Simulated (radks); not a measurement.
Problem. Coherent X-ray form factor from a spherical all-electron density. Calculated with a radial shooting solver on a logarithmic mesh with Libxc functionals: Dirac Kohn-Sham, PBE, spin-unpolarised, spherical densities, finite nucleus; Fermi nuclear charge, rms radius of each element as measured or else 0.836 A^(1/3) + 0.57 fm.

| sin(theta)/lambda (1/angstrom) | f0 (electrons) |
|---|---|
| 0.05 | 77.238 |
| 0.1 | 75.091 |
| 0.15 | 71.920 |
| 0.2 | 68.163 |
| 0.25 | 64.209 |
| 0.3 | 60.331 |
| 0.4 | 53.337 |
| 0.5 | 47.547 |
| 0.6 | 42.764 |
| 0.8 | 35.145 |
| 1 | 29.112 |
| 1.25 | 23.314 |
| 1.5 | 19.316 |
| 2 | 14.957 |

The species is in the configuration that NIST lists as its ground one. Which atom or ion scatters so?

Solution. The mercury ion Hg2+, [Xe] 4f14 5d10. Extrapolating in s^2 from the first two rows gives f0(0) = 78.0, near the electron count 78; among species with that count, the fall with angle is slower the higher Z, and the table is that of Z = 80; from so few rows the species is fixed only to a neighbour or two.
